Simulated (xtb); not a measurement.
C$_{6}$H$_{17}$OSi$_{2}$, doublet, at a GFN2-xTB geometry; xtb 6.7.1 with GFN2-xTB with ALPB(cs2).

xtb was given this input:
```
$ xtb mol.xyz --gfn 2 --uhf 1 --alpb cs2 --json

# file mol.xyz
26

C     -2.11458283    -1.65463964    -1.31317324
Si    -1.58454491    -0.41557434    -0.05035988
C     -2.35044624     1.30782010    -0.36672228
C     -2.02640392    -0.95730004     1.72928231
O      0.04057231    -0.30171965    -0.15481260
Si     1.54819020     0.30189971    -0.02750395
C      1.68759632     1.83698840    -1.14719972
C      2.72536134    -1.07916526    -0.60089357
C      1.87142979     0.77151803     1.79093183
H     -1.41815710    -2.15387394    -1.96249618
H     -3.14318393    -1.93703912    -1.44896848
H     -3.43440078     1.26210299    -0.37034280
H     -2.04974238     2.01530279     0.40040904
H     -2.03119751     1.70372096    -1.32550065
H     -3.09640743    -1.09772684     1.84104873
H     -1.53978249    -1.89365799     1.98264387
H     -1.70959500    -0.21302709     2.45371451
H      1.44998486     1.59100926    -2.17782639
H      2.68903188     2.25522623    -1.13136209
H      1.00058860     2.61687079    -0.83246316
H      2.61453092    -1.96925377     0.01059600
H      3.76234982    -0.76454698    -0.54089029
H      2.52620168    -1.36347700    -1.62945489
H      1.19925638     1.55874901     2.11977506
H      2.88700470     1.12441626     1.93985390
H      1.72017869    -0.08092298     2.44650637
```

It wrote (shortened):

```
   ID    Z sym.   atoms
    1    6 C      1, 3, 4, 7-9
    2   14 Si     2, 6
    3    8 O      5
    4    1 H      10-26

           -------------------------------------------------
          |                Calculation Setup                |
           -------------------------------------------------

           -------------------------------------------------
          |                 G F N 2 - x T B                 |
           -------------------------------------------------

      * Solvation model:               ALPB
        Solvent                        cs2
        Parameter file                 internal GFN2-xTB/ALPB
        Dielectric constant                2.6400E+00
        Reference state                gsolv [1 M gas/solution]
        Free energy shift                  4.9805E-03 Eh       3.1253E+00 kcal/mol
        Temperature                        2.9815E+02 K
        Density                            1.2600E+00 kg/L
        Solvent mass                       7.6140E+01 g/mol
        Interaction kernel             P16
        Born radius scaling (c1)           1.3548E+00
        Born radii integrator          GBOBC
        Born offset                        0.0000E+00 a0       0.0000E+00 AA
        H-bond correction              false
        Ion screening                  false
        Surface tension                    1.0000E-05 Eh       1.5569E+01 dyn/cm
        Grid points                               230 per atom

          ...................................................
          :                      SETUP                      :
          :.................................................:
          :  # basis functions                  65          :
          :  # atomic orbitals                  63          :
          :  # shells                           37          :
          :  # electrons                        55          :
          :  max. iterations                   250          :
          :  Hamiltonian                  GFN2-xTB          :
          :  restarted?                      false          :
          :  GBSA solvation                   true          :
          :  PC potential                    false          :
          :  electronic temp.          300.0000000     K    :
          :  accuracy                    1.0000000          :
          :  -> integral cutoff          0.2500000E+02      :
          :  -> integral neglect         0.1000000E-07      :
          :  -> SCF convergence          0.1000000E-05 Eh   :
          :  -> wf. convergence          0.1000000E-03 e    :
          :  Broyden damping             0.4000000          :
          :  net charge                          0          :
          :  unpaired electrons                  1          :
          ...................................................

 iter      E             dE          RMSdq      gap      omega  full diag
   1    -29.3059014 -0.293059E+02  0.402E+00    5.55       0.0  T
   2    -29.4207318 -0.114830E+00  0.263E+00    4.53       1.0  T
   3    -29.4295253 -0.879349E-02  0.124E+00    5.32       1.0  T
   4    -29.4367880 -0.726265E-02  0.606E-01    4.79       1.0  T
   5    -29.4389423 -0.215435E-02  0.314E-01    4.93       1.0  T
   6    -29.4391329 -0.190574E-03  0.136E-01    4.95       1.0  T
   7    -29.4392407 -0.107819E-03  0.508E-02    5.00       1.0  T
   8    -29.4392375  0.322292E-05  0.293E-02    5.01       1.0  T
   9    -29.4392454 -0.797363E-05  0.109E-02    5.01       1.8  T
  10    -29.4392454  0.296441E-07  0.552E-03    5.01       3.6  T
  11    -29.4392457 -0.273706E-06  0.281E-03    5.01       7.0  T
  12    -29.4392457 -0.494564E-07  0.107E-03    5.01      18.3  T
  13    -29.4392457 -0.732413E-09  0.680E-04    5.01      28.9  T
  14    -29.4392457 -0.422987E-08  0.206E-04    5.01      95.1  T

   *** convergence criteria satisfied after 14 iterations ***

         :::::::::::::::::::::::::::::::::::::::::::::::::::::
         ::                     SUMMARY                     ::
         :::::::::::::::::::::::::::::::::::::::::::::::::::::
         :: total energy             -29.039149771388 Eh    ::
         :: total w/o Gsasa/hb       -29.026131554481 Eh    ::
         :: gradient norm              0.002145433789 Eh/a0 ::
         :: HOMO-LUMO gap              5.005985165799 eV    ::
         ::.................................................::
         :: SCC energy               -29.438979935968 Eh    ::
         :: -> isotropic ES            0.059729560353 Eh    ::
         :: -> anisotropic ES          0.011014206761 Eh    ::
         :: -> anisotropic XC          0.015929909860 Eh    ::
         :: -> dispersion             -0.019335150638 Eh    ::
         :: -> Gsolv                  -0.013440392283 Eh    ::
         ::    -> Gelec               -0.000422175375 Eh    ::
         ::    -> Gsasa               -0.017998684929 Eh    ::
         ::    -> Ghb                  0.000000000000 Eh    ::
         ::    -> Gshift               0.004980468022 Eh    ::
         :: repulsion energy           0.399830164579 Eh    ::
         :: add. restraining           0.000000000000 Eh    ::
         :: total charge               0.000000000001 e     ::
         :::::::::::::::::::::::::::::::::::::::::::::::::::::

           -------------------------------------------------
          |                Property Printout                |
           -------------------------------------------------

    * Orbital Energies and Occupations

         #    Occupation            Energy/Eh            Energy/eV
      -------------------------------------------------------------
         1        2.0000           -0.7645596             -20.8047
       ...           ...                  ...                  ...
        16        2.0000           -0.4561603             -12.4128
        17        2.0000           -0.4543771             -12.3642
        18        2.0000           -0.4530736             -12.3288
[...]
        26        2.0000           -0.3802100             -10.3460
        27        2.0000           -0.3783125             -10.2944
        28        1.0000           -0.3291851              -8.9576 (HOMO)
        29                         -0.1452186              -3.9516 (LUMO)
        30                         -0.1176851              -3.2024
        31                         -0.1158933              -3.1536
        32                         -0.0901356              -2.4527
        33                         -0.0813169              -2.2127
        34                         -0.0686139              -1.8671
        35                          0.0003401               0.0093
        36                          0.0092721               0.2523
        37                          0.0693121               1.8861
        38                          0.0920810               2.5057
        39                          0.0995032               2.7076
       ...                                ...                  ...
        63                          0.9252214              25.1766
      -------------------------------------------------------------
                  HL-Gap            0.1839666 Eh            5.0060 eV
             Fermi-level           -0.2954451 Eh           -8.0395 eV

     #   Z          covCN         q      C6AA      α(0)
     1   6 C        2.733    -0.186    32.854     9.384
     2  14 Si       3.441     0.535   102.675    19.776
     3   6 C        3.648    -0.201    24.848     7.162
     4   6 C        3.648    -0.200    24.828     7.159
     5   8 O        1.539    -0.424    21.412     6.242
     6  14 Si       3.437     0.553   102.500    19.776
     7   6 C        3.649    -0.208    24.998     7.183
     8   6 C        3.649    -0.206    24.962     7.177
     9   6 C        3.649    -0.207    24.986     7.181
    10   1 H        0.926     0.058     2.226     2.333
    11   1 H        0.926     0.046     2.367     2.406
    12   1 H        0.925     0.025     2.656     2.548
    13   1 H        0.925     0.032     2.554     2.499
    14   1 H        0.925     0.030     2.585     2.514
    15   1 H        0.925     0.024     2.668     2.554
    16   1 H        0.925     0.031     2.579     2.511
    17   1 H        0.925     0.035     2.518     2.481
    18   1 H        0.925     0.031     2.574     2.509
    19   1 H        0.925     0.026     2.643     2.542
    20   1 H        0.925     0.031     2.577     2.511
    21   1 H        0.925     0.033     2.549     2.497
    22   1 H        0.925     0.024     2.678     2.559
    23   1 H        0.925     0.033     2.547     2.496
    24   1 H        0.925     0.029     2.594     2.518
    25   1 H        0.925     0.026     2.646     2.544
    26   1 H        0.925     0.032     2.564     2.504

 Mol. C6AA /au·bohr⁶  :       6743.992210
 Mol. C8AA /au·bohr⁸  :     200087.136093
 Mol. α(0) /au        :        133.568395

Wiberg/Mayer (AO) data.
largest (>0.10) Wiberg bond orders for each atom

 ---------------------------------------------------------------------------
     #   Z sym  total        # sym  WBO       # sym  WBO       # sym  WBO
 ---------------------------------------------------------------------------
     1   6 C    3.268 --     2 Si   1.084    11 H    0.992    10 H    0.985
     2  14 Si   3.916 --     1 C    1.084     5 O    1.055     3 C    0.848
                             4 C    0.847
     3   6 C    3.979 --    12 H    0.997    14 H    0.992    13 H    0.987
                             2 Si   0.848
     4   6 C    3.979 --    15 H    0.997    16 H    0.992    17 H    0.987
                             2 Si   0.847
     5   8 O    2.366 --     6 Si   1.104     2 Si   1.055
     6  14 Si   3.826 --     5 O    1.104     9 C    0.877     7 C    0.876
                             8 C    0.876
     7   6 C    3.978 --    19 H    0.994    18 H    0.990    20 H    0.990
                             6 Si   0.876
     8   6 C    3.979 --    22 H    0.995    21 H    0.990    23 H    0.990
                             6 Si   0.876
     9   6 C    3.978 --    25 H    0.994    24 H    0.990    26 H    0.989
                             6 Si   0.877
    10   1 H    0.997 --     1 C    0.985
    11   1 H    0.997 --     1 C    0.992
    12   1 H    0.999 --     3 C    0.997
    13   1 H    0.999 --     3 C    0.987
    14   1 H    0.999 --     3 C    0.992
    15   1 H    0.999 --     4 C    0.997
    16   1 H    0.999 --     4 C    0.992
    17   1 H    0.999 --     4 C    0.987
    18   1 H    0.999 --     7 C    0.990
    19   1 H    0.999 --     7 C    0.994
    20   1 H    0.999 --     7 C    0.990
    21   1 H    0.999 --     8 C    0.990
    22   1 H    0.998 --     8 C    0.995
    23   1 H    0.999 --     8 C    0.990
    24   1 H    0.999 --     9 C    0.990
    25   1 H    0.999 --     9 C    0.994
    26   1 H    0.999 --     9 C    0.989
 ---------------------------------------------------------------------------

Topologies differ in total number of bonds
Writing topology from bond orders to xtbtopo.mol

molecular dipole:
                 x           y           z       tot (Debye)
 q only:       -0.181      -0.065      -0.069
   full:       -0.111       0.123       0.083       0.471
molecular quadrupole (traceless):
                xx          xy          yy          xz          yz          zz
 q only:        1.574       1.329      -0.709       0.671       0.829      -0.865
  q+dip:        1.111       0.744      -0.700       0.086       1.530      -0.411
   full:        2.138       0.739      -1.155      -0.098       0.635      -0.983

           -------------------------------------------------
          | TOTAL ENERGY              -29.039149771388 Eh   |
          | GRADIENT NORM               0.002145433789 Eh/α |
          | HOMO-LUMO GAP               5.005985165799 eV   |
           -------------------------------------------------

normal termination of xtb
```
